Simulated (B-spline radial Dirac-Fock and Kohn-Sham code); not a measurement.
**Relativistic shifts of the levels of N³⁺**

System: N³⁺, configuration [He] 2s2.

Both columns are ΔSCF binding energies of the configuration average from an atomic code on a B-spline grid: non-relativistic Hartree-Fock with a point nucleus, and Dirac-Fock with a finite nucleus and the Coulomb interaction alone, averaged over the two j levels with weights 2j+1.

| shell | Hartree-Fock (eV) | Dirac-Fock (eV) | shift (eV) | shift (%) |
| --- | --- | --- | --- | --- |
| 1s | 488.2 | 488.5 | +0.27 | +0.06 |
| 2s | 74.98 | 75.03 | +0.05 | +0.06 |

Relativity binds 1s, 2s more strongly, among those listed most of all 2s in relative terms.

Values without a named source are computed, but for edge energies of neutral atoms, which are taken from tables.
